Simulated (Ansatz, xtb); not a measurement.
**C4H5BClN: which of two isomers lies lower**

Structure I: `Bn1cccc1Cl`, a singlet. Structure II: `Bn1ccc(Cl)c1`, a singlet. Both are isolated molecules in the gas phase, relaxed with B3LYP-D3(BJ)/def2-SVP; the shapes shown needn't be the lowest conformers.

I (Å):

```xyz
12

C     2.0143    0.0935    0.9793
C     2.0894   -0.1320   -0.3638
C     1.0865    0.6856   -1.0007
C     0.4476    1.3718   -0.0064
B     0.6396    1.5008    2.5332
Cl   -0.8405    2.5018   -0.1462
N     0.9967    1.0301    1.2385
H    -0.2435    2.3006    2.6511
H     1.2570    1.0615    3.4662
H     2.5855   -0.3170    1.8074
H     2.7811   -0.8068   -0.8640
H     0.8652    0.7573   -2.0625
```

II (Å):

```xyz
12

C     2.1835    0.6406    1.2077
C     2.4589    0.0575    0.0045
C     1.2677    0.1936   -0.7975
C     0.3204    0.8482   -0.0600
B     0.2248    1.8082    2.2647
Cl    1.0877   -0.3807   -2.4158
N     0.8730    1.1356    1.1942
H     0.8388    1.9788    3.2841
H    -0.9079    2.1783    2.1079
H     2.7987    0.7588    2.0961
H     3.3864   -0.4189   -0.3032
H    -0.6963    1.1379   -0.3078
```

Quicker runs give these differences E(II) − E(I): GFN2-xTB −1.17 kcal/mol; HF/STO-3G −1.82 kcal/mol (at GFN2-xTB geometries); r2SCAN-D4/def2-SVP −0.88 kcal/mol (at GFN2-xTB geometries).

Question: Estimate E(II) − E(I) at the level CCSD(T)/def2-SVP + ΔMP2/def2-TZVPP.

Answer: Too close to call at this level: CCSD(T)/def2-SVP + ΔMP2/def2-TZVPP gives E(II) − E(I) = −1.37 kcal/mol.

How the difference moves with the method:

```tsv
level	geometry	E(II) − E(I) (kcal/mol)	departure from the last row (kcal/mol)	job, with rough time for the two
GFN2-xTB	GFN2-xTB	−1.17	+0.21	optimisation, 0.27 s
HF/STO-3G	GFN2-xTB	−1.82	−0.45	single point, 0.98 s
r2SCAN-D4/def2-SVP	GFN2-xTB	−0.88	+0.49	single point, 9.3 s
B3LYP-D3(BJ)/def2-SVP	B3LYP-D3(BJ)/def2-SVP	−0.94	+0.43	optimisation, 64 s
HF/def2-SVP	B3LYP-D3(BJ)/def2-SVP	−1.94	−0.56	part of the CCSD(T) run
MP2/def2-SVP	B3LYP-D3(BJ)/def2-SVP	−0.87	+0.51	part of the CCSD(T) run
CCSD(T)/def2-SVP	B3LYP-D3(BJ)/def2-SVP	−1.03	+0.34	single point
CCSD(T)/def2-SVP + ΔMP2/def2-TZVPP	B3LYP-D3(BJ)/def2-SVP	−1.37		single point, 98 s
```

As drawn, both hold the same kinds of bond in the same numbers.

The largest departure from CCSD(T)/def2-SVP + ΔMP2/def2-TZVPP is that of HF/def2-SVP, 0.56 kcal/mol. The last row adds to CCSD(T) the change of the MP2 difference between the two basis sets, here −0.34 kcal/mol.

With thermal terms from frequencies at re-optimised GFN2-xTB minima (ideal gas, soft modes damped towards free rotors, one conformer each, 298.15 K, 1 atm): on the last row, ΔE + ΔZPE = −1.36, ΔH = −1.35, ΔG = −1.40 kcal/mol.

The correlated steps freeze 11 core orbitals. Run with Ansatz 0.2.0, xtb 6.7.1; the last row on 2 threads of AMD EPYC 7R43 64-Core Processor (Zen 3) on a shared host.
